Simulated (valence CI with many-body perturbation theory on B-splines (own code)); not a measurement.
## E1 transitions of Bi⁵⁰⁺

Level of theory: configuration interaction combined with many-body perturbation theory (CI+MBPT): five valence electrons over a frozen Dirac-Fock core [Ar] 3d10, a basis of 9 s, 9 p, 8 d, 6 f, 3 g, 1 h functions for each j, with the one-electron correlation potential Σ1, the two-electron term Σ2, the three-electron term Σ3, Breit, model QED; selected CI, second order for the rest (own B-spline code, finite nucleus).

No measured spectrum was set against this ion. As an estimate, large intervals hold to a few tenths of a per cent, small ones and those within an open d or f shell to about a per cent. Among the levels kept, up to 330 cm⁻¹ of a level comes from second order outside the variational space, and about a tenth of that is noise between levels of different J, which matters for small intervals.

Lines 151 to 200 of 204 in falling wavelength, among levels below 568.38 eV, chosen from the strongest by gf and those to the six lowest levels. Wavelengths and rates use the calculated energies. Electric multipoles are in the length gauge, E1 and E2 with the static RPA response of the core. Weak lines are less certain than strong ones. Lines between different terms over intervals too small for the method are left out, as are lines whose strength nearly cancels. The highest levels of a list are the least certain.

Levels are named by their leading jj configuration (3d3/2^4 stands for four electrons in 3d with j = 3/2), which in mixed levels can hold well under half, so a name can repeat and another be missing. Letters in brackets count levels of one name in rising energy.

```tsv
λ vac (Å)	Upper	Lower	A (s⁻¹)	log gf	Branch %
41.42	(4s 4p1/2 4p3/2^3) J=3/2 [a]	(4s^2 4p1/2 4p3/2^2) J=3/2	9.94e+11	0.01	93.1
40.93	(4s 4p1/2 4p3/2^3) J=5/2	(4s^2 4p1/2 4p3/2^2) J=5/2	1.04e+12	0.19	96.3
40.59	(4s 4p1/2^2 4p3/2 4d3/2) J=3/2 [b]	(4s^2 4p1/2^2 4d3/2) J=3/2	5.84e+11	-0.24	86.1
40.55	(4s 4p1/2^2 4p3/2 4d5/2) J=7/2 [b]	(4s^2 4p1/2^2 4d5/2) J=5/2	7.74e+11	0.18	63.3
40.37	(4s 4p1/2 4p3/2^3) J=1/2	(4s^2 4p1/2 4p3/2^2) J=1/2	1.07e+12	-0.28	45.9
40.20	(4s 4p1/2 4p3/2^3) J=3/2 [b]	(4s^2 4p1/2 4p3/2^2) J=1/2	5.12e+11	-0.30	22.7
40.09	(4s 4p1/2 4p3/2^3) J=5/2	(4s^2 4p1/2 4p3/2^2) J=3/2	1.36e+10	-1.71	1.3
40.02	(4s 4p1/2^2 4p3/2^2) J=1/2	(4s^2 4p1/2^2 4p3/2) J=3/2	6.24e+11	-0.52	93.6
39.76	(4s 4p1/2^2 4p3/2^2) J=3/2	(4s^2 4p1/2^2 4p3/2) J=3/2	1.20e+12	0.06	94.6
39.53	(4s 4p1/2^2 4p3/2 4d3/2) J=1/2 [b]	(4s^2 4p1/2^2 4d3/2) J=3/2	1.07e+12	-0.30	91.2
39.51	(4s 4p1/2^2 4p3/2 4d5/2) J=3/2 [b]	(4s^2 4p1/2^2 4d5/2) J=5/2	7.33e+11	-0.16	58.2
39.42	(4s 4p1/2^2 4p3/2 4d3/2) J=5/2 [b]	(4s^2 4p1/2^2 4d3/2) J=3/2	1.50e+12	0.32	95.1
39.37	(4s^2 4p1/2 4d3/2^2) J=5/2	(4s^2 4p1/2^2 4d5/2) J=5/2	3.99e+10	-1.25	3.2
39.17	(4s 4p1/2 4p3/2^3) J=3/2 [b]	(4s^2 4p1/2 4p3/2^2) J=5/2	1.70e+12	0.19	75.5
39.15	(4s 4p1/2^2 4p3/2 4d5/2) J=5/2 [b]	(4s^2 4p1/2^2 4d5/2) J=5/2	6.00e+11	-0.08	39.1
38.55	(4s 4p1/2 4p3/2^3) J=1/2	(4s^2 4p1/2 4p3/2^2) J=3/2	1.21e+12	-0.27	52.1
38.40	(4s 4p1/2 4p3/2^3) J=3/2 [b]	(4s^2 4p1/2 4p3/2^2) J=3/2	1.11e+10	-2.01	0.5
36.93	(4s 4p1/2^2 4p3/2 4d5/2) J=5/2 [a]	(4s^2 4p1/2^2 4d3/2) J=3/2	4.82e+08	-3.23	0.1
36.20	(4s 4p1/2^2 4p3/2 4d5/2) J=3/2 [a]	(4s^2 4p1/2^2 4d3/2) J=3/2	1.89e+10	-1.83	4.7
34.93	(4s^2 4p1/2 4p3/2 4d3/2) J=5/2 [a]	(4s^2 4p1/2^2 4p3/2) J=3/2	3.76e+09	-2.38	21.0
34.86	(4s 4p1/2^2 4p3/2 4d5/2) J=1/2	(4s^2 4p1/2^2 4d3/2) J=3/2	9.90e+09	-2.44	1.7
34.85	(4s^2 4p1/2 4p3/2 4d3/2) J=3/2 [a]	(4s^2 4p1/2^2 4p3/2) J=3/2	1.22e+11	-1.05	79.9
34.84	(4s^2 4p1/2 4p3/2 4d3/2) J=1/2 [a]	(4s^2 4p1/2^2 4p3/2) J=3/2	3.06e+09	-2.95	16.1
34.56	(4s 4p1/2^2 4p3/2 4d5/2) J=3/2 [b]	(4s^2 4p1/2^2 4d3/2) J=3/2	2.13e+08	-3.82	0.0
34.44	(4s^2 4p1/2 4d3/2^2) J=5/2	(4s^2 4p1/2^2 4d3/2) J=3/2	1.12e+12	0.08	88.9
34.28	(4s 4p1/2^2 4p3/2 4d5/2) J=5/2 [b]	(4s^2 4p1/2^2 4d3/2) J=3/2	1.20e+11	-0.90	7.8
34.12	(4s^2 4p3/2^2 4d3/2) J=3/2 [a]	(4s^2 4p1/2 4p3/2^2) J=1/2	2.15e+11	-0.82	6.5
33.99	(4s^2 4p3/2^2 4d3/2) J=1/2	(4s^2 4p1/2 4p3/2^2) J=1/2	5.03e+10	-1.76	1.6
33.37	(4s^2 4p3/2^2 4d3/2) J=3/2 [a]	(4s^2 4p1/2 4p3/2^2) J=5/2	8.20e+11	-0.26	24.7
33.29	(4s^2 4p3/2^2 4d3/2) J=5/2	(4s^2 4p1/2 4p3/2^2) J=5/2	1.57e+12	0.20	58.7
33.14	(4s^2 4p3/2^2 4d3/2) J=7/2	(4s^2 4p1/2 4p3/2^2) J=5/2	2.40e+12	0.50	100.0
32.96	(4s^2 4p3/2^2 4d3/2) J=3/2 [b]	(4s^2 4p1/2 4p3/2^2) J=1/2	2.49e+12	0.21	98.0
32.81	(4s^2 4p3/2^2 4d3/2) J=3/2 [a]	(4s^2 4p1/2 4p3/2^2) J=3/2	2.28e+12	0.17	68.8
32.73	(4s^2 4p3/2^2 4d3/2) J=5/2	(4s^2 4p1/2 4p3/2^2) J=3/2	1.11e+12	0.03	41.3
32.73	(4s^2 4p1/2 4p3/2 4d3/2) J=5/2 [b]	(4s^2 4p1/2^2 4p3/2) J=3/2	3.19e+12	0.49	99.9
32.69	(4s^2 4p3/2^2 4d3/2) J=1/2	(4s^2 4p1/2 4p3/2^2) J=3/2	3.01e+12	-0.02	97.9
32.59	(4s^2 4p1/2 4d3/2^2) J=1/2	(4s^2 4p1/2^2 4d3/2) J=3/2	2.78e+12	-0.05	98.1
32.56	(4s^2 4p1/2 4p3/2 4d3/2) J=3/2 [b]	(4s^2 4p1/2^2 4p3/2) J=3/2	4.23e+12	0.43	99.9
32.46	(4s^2 4p1/2 4p3/2 4d3/2) J=1/2 [b]	(4s^2 4p1/2^2 4p3/2) J=3/2	3.45e+12	0.04	99.4
32.26	(4s^2 4p3/2^2 4d3/2) J=3/2 [b]	(4s^2 4p1/2 4p3/2^2) J=5/2	4.18e+09	-2.58	0.2
31.73	(4s^2 4p3/2^2 4d3/2) J=3/2 [b]	(4s^2 4p1/2 4p3/2^2) J=3/2	4.63e+10	-1.55	1.8
31.09	(4s^2 4p1/2 4p3/2 4d5/2) J=3/2 [a]	(4s^2 4p1/2^2 4p3/2) J=3/2	5.17e+08	-3.52	0.2
30.90	(4s^2 4p1/2 4p3/2 4d5/2) J=5/2 [a]	(4s^2 4p1/2^2 4p3/2) J=3/2	3.38e+10	-1.54	13.2
29.90	(4s^2 4p1/2 4p3/2 4d5/2) J=5/2 [b]	(4s^2 4p1/2^2 4p3/2) J=3/2	4.39e+10	-1.45	3.6
29.63	(4s^2 4p1/2 4p3/2 4d5/2) J=3/2 [b]	(4s^2 4p1/2^2 4p3/2) J=3/2	3.04e+10	-1.80	5.5
29.51	(4s^2 4p1/2 4p3/2 4d5/2) J=1/2	(4s^2 4p1/2^2 4p3/2) J=3/2	1.64e+10	-2.37	2.3
26.45	(4s 4p1/2 4p3/2^3) J=3/2 [a]	(4s^2 4p1/2^2 4p3/2) J=3/2	3.61e+08	-3.82	0.0
25.90	(4s 4p1/2 4p3/2^3) J=5/2	(4s^2 4p1/2^2 4p3/2) J=3/2	3.86e+09	-2.63	0.4
25.24	(4s 4p1/2 4p3/2^3) J=1/2	(4s^2 4p1/2^2 4p3/2) J=3/2	5.78e+09	-2.96	0.2
25.18	(4s 4p1/2 4p3/2^3) J=3/2 [b]	(4s^2 4p1/2^2 4p3/2) J=3/2	1.17e+08	-4.35	0.0
```
